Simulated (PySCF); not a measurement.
## How the method moves the HOMO and LUMO of `CC(=O)NC(C)C`

C5H11NO.
Z-matrix (Å and degrees, PBE0-D3(BJ)/def2-SVP geometry), rows numbered from 1:
```
C 
C   1  1.5144
O   2  1.2153  1  122.64
N   2  1.3633  1  114.43  3   179.90
C   4  1.4491  2  123.18  1   179.42
C   5  1.5233  4  110.71  2   124.28
C   5  1.5244  4  111.17  2  -110.09
H   1  1.0956  2  108.61  3    -0.79
H   1  1.1009  2  110.86  3   119.25
H   1  1.1008  2  110.92  3  -120.98
H   4  1.0123  2  118.78  1     1.95
H   5  1.1005  4  104.24  2     6.89
H   6  1.1032  5  111.15  4    63.22
H   6  1.1003  5  110.86  4  -177.37
H   6  1.0996  5  110.87  4   -57.06
H   7  1.1006  5  110.91  4   177.46
H   7  1.1029  5  111.16  4   -62.87
H   7  1.0996  5  110.66  4    57.36
```

Basis pcSseg-1 throughout (PySCF), one geometry. One conformer (not necessarily the lowest) at the PBE0-D3(BJ)/def2-SVP geometry, without solvent, vibrations or thermal averaging.

How do the orbital energies, the gap and the dipole change with the method?

```json
{"method": "OPBE", "kind": "GGA", "HOMO (eV)": "-5.47", "LUMO (eV)": "-0.06", "gap (eV)": "5.40", "μ (D)": "3.54", "SCF cycles": "16"}
{"method": "B97-D", "kind": "GGA", "HOMO (eV)": "-5.55", "LUMO (eV)": "-0.10", "gap (eV)": "5.45", "μ (D)": "3.57", "SCF cycles": "15"}
{"method": "BP86", "kind": "GGA", "HOMO (eV)": "-5.64", "LUMO (eV)": "-0.26", "gap (eV)": "5.38", "μ (D)": "3.58", "SCF cycles": "15"}
{"method": "KT3", "kind": "GGA", "HOMO (eV)": "-5.69", "LUMO (eV)": "-0.15", "gap (eV)": "5.55", "μ (D)": "3.47", "SCF cycles": "16"}
{"method": "B97-2", "kind": "global hybrid", "HOMO (eV)": "-6.89", "LUMO (eV)": "0.83", "gap (eV)": "7.72", "μ (D)": "3.67", "SCF cycles": "14"}
{"method": "PBE0", "kind": "global hybrid", "HOMO (eV)": "-7.18", "LUMO (eV)": "0.91", "gap (eV)": "8.09", "μ (D)": "3.68", "SCF cycles": "14"}
{"method": "mPW1PW91", "kind": "global hybrid", "HOMO (eV)": "-7.22", "LUMO (eV)": "0.88", "gap (eV)": "8.10", "μ (D)": "3.70", "SCF cycles": "14"}
{"method": "BHandHLYP", "kind": "global hybrid", "HOMO (eV)": "-8.51", "LUMO (eV)": "1.73", "gap (eV)": "10.24", "μ (D)": "3.78", "SCF cycles": "13"}
{"method": "wB97X-D", "kind": "range-separated hybrid", "HOMO (eV)": "-9.10", "LUMO (eV)": "2.75", "gap (eV)": "11.85", "μ (D)": "3.73", "SCF cycles": "14"}
```

The HOMO spans 3.64 eV, from OPBE down to wB97X-D, and the gap runs from 5.38 eV (BP86) to 11.85 eV (wB97X-D). Over the methods OPBE (0 %), B97-D (0 %), BP86 (0 %), KT3 (0 %), B97-2 (21 %), PBE0 (25 %), mPW1PW91 (25 %), BHandHLYP (50 %), a straight line through the gap against the share of exact exchange rises by 0.99 eV for each 10 % (correlation coefficient 0.997). The dipole ranges from 3.47 D (KT3) to 3.78 D (BHandHLYP). This basis has no diffuse functions.
